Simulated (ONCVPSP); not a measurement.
Logarithmic derivatives: W, ONCV

W, optimised norm-conserving Vanderbilt (ONCV), made with ONCVPSP 4.0.1 (PBE, fully relativistic). Core [Kr] 4d10 4f14, reference 5s2 5p6 5d4 6s2. Waves: 5s+6s: rc 1.60 bohr, ncon 5, nbas 9, qcut 7.1 1/bohr, 2 projectors; 5p: rc 2.00 bohr, ncon 4, nbas 9, qcut 5.4 1/bohr, 1 projector; 5d: rc 2.75 bohr, ncon 4, nbas 9, qcut 6.2 1/bohr, 2 projectors, debl 1.1 Ha. Local part: polynomial inside 1.25 bohr (lpopt 5, dvloc0 0 Ha). Core correction: Teter function, fcfact 4.5, rcfact 1.7.

Open shells are filled in proportion to 2j + 1.

The phase is arctan(r·R′/R) of the radial function R(r), unwrapped; energies in Ha, scanned from -4 to 5 Ha. A pole is an energy at which the radial function vanishes at the test radius. The pseudo phase is shifted by a multiple of π to meet the all-electron one at the reference energy, and phase errors are pseudo minus all-electron; the curves can meet again beyond the range given. Levels narrower than the energy grid can be missing from the lists of poles.

```json
{"channel": "s", "radius (bohr)": "1.62", "reference energy (Ha)": "-0.21", "poles, all-electron": "-2.25", "poles, pseudo": "-2.25", "unbroken range about the reference energy with phases within 0.05 rad": "the whole range", "phase error 1 Ha above the reference energy (rad)": "-0.000"}
{"channel": "p3/2", "radius (bohr)": "2.02", "reference energy (Ha)": "-1.49", "poles, all-electron": "-1.15", "poles, pseudo": "-1.15, 2.90", "unbroken range about the reference energy with phases within 0.05 rad": "below 0.1", "phase error 1 Ha above the reference energy (rad)": "-0.013"}
{"channel": "p1/2", "radius (bohr)": "2.02", "reference energy (Ha)": "-1.85", "poles, all-electron": "-1.62, 4.42", "poles, pseudo": "-1.62, 3.11", "unbroken range about the reference energy with phases within 0.05 rad": "below 0.0", "phase error 1 Ha above the reference energy (rad)": "-0.007"}
{"channel": "d5/2", "radius (bohr)": "2.80", "reference energy (Ha)": "-0.15", "poles, all-electron": "0.09, 2.86", "poles, pseudo": "0.09, 2.87", "unbroken range about the reference energy with phases within 0.05 rad": "below 4.4", "phase error 1 Ha above the reference energy (rad)": "+0.000"}
{"channel": "d3/2", "radius (bohr)": "2.80", "reference energy (Ha)": "-0.18", "poles, all-electron": "0.04, 2.79", "poles, pseudo": "0.04, 2.81", "unbroken range about the reference energy with phases within 0.05 rad": "below 4.2", "phase error 1 Ha above the reference energy (rad)": "+0.000"}
```

Phases in the d5/2 channel:

| E (Ha) | all-electron | pseudo |
| --- | --- | --- |
| -3.98 | 1.424 | 1.424 |
| -3.74 | 1.419 | 1.419 |
| -3.50 | 1.413 | 1.413 |
| -3.26 | 1.406 | 1.406 |
| -3.02 | 1.398 | 1.398 |
| -2.78 | 1.389 | 1.389 |
| -2.54 | 1.379 | 1.379 |
| -2.30 | 1.367 | 1.367 |
| -2.06 | 1.352 | 1.352 |
| -1.82 | 1.333 | 1.333 |
| -1.58 | 1.309 | 1.309 |
| -1.34 | 1.276 | 1.276 |
| -1.10 | 1.227 | 1.227 |
| -0.86 | 1.142 | 1.143 |
| -0.62 | 0.954 | 0.954 |
| -0.38 | 0.199 | 0.199 |
| -0.14 | -1.216 | -1.216 |
| 0.10 | -1.582 | -1.582 |
| 0.34 | -1.757 | -1.757 |
| 0.58 | -1.938 | -1.938 |
| 0.82 | -2.276 | -2.276 |
| 1.06 | -3.154 | -3.154 |
| 1.30 | -4.029 | -4.028 |
| 1.54 | -4.349 | -4.348 |
| 1.78 | -4.489 | -4.489 |
| 2.02 | -4.569 | -4.569 |
| 2.26 | -4.623 | -4.622 |
| 2.50 | -4.663 | -4.662 |
| 2.74 | -4.697 | -4.696 |
| 2.98 | -4.728 | -4.725 |
| 3.22 | -4.758 | -4.755 |
| 3.46 | -4.791 | -4.786 |
| 3.70 | -4.831 | -4.824 |
| 3.94 | -4.886 | -4.874 |
| 4.18 | -4.976 | -4.953 |
| 4.42 | -5.169 | -5.109 |
| 4.66 | -5.801 | -5.574 |
| 4.90 | -7.038 | -6.839 |
